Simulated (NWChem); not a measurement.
System: BHSeCl$_{2}$; SMILES ClB(Cl)[SeH]

The following NWChem deck was run.

```
start job
memory heap 200 mb stack 900 mb global 1100 mb
geometry units angstroms noautosym nocenter noautoz
  B      0.000741    -0.504306     0.000000
  Cl     1.538035    -1.343046     0.000000
  Cl    -1.488118    -1.425777     0.000000
  Se     0.036091     1.425203     0.000000
  H     -1.425584     1.583634     0.000000
end
basis spherical
  * library pcsseg-1
end
dft
  xc kt2
  iterations 150
end
property
  shielding
end
task dft property
```

Coordinates come from a PBE0/def2-SVP optimisation.

GIAO values for the isolated, static molecule; σ is the absolute isotropic shielding, δ = σ(reference) − σ with the isolated reference molecule computed at the same levels (11B: boron trifluoride, 1H: tetramethylsilane). Spin-orbit effects, on the heavy nuclei and on their neighbours, are missing.

Atoms are numbered as in the input.

Problem. What results follow from this input? (KT2/pcSseg-1, GIAO.) Quantities: δ B1 (ppm); σ Cl2 (ppm); σ Cl3 (ppm); σ Se4 (ppm); δ H5 (ppm).

Solution. 
- δ B1 (ppm): 45.3
- σ Cl2 (ppm): 671.2
- σ Cl3 (ppm): 633.6
- σ Se4 (ppm): 1656.2
- δ H5 (ppm): 3.18
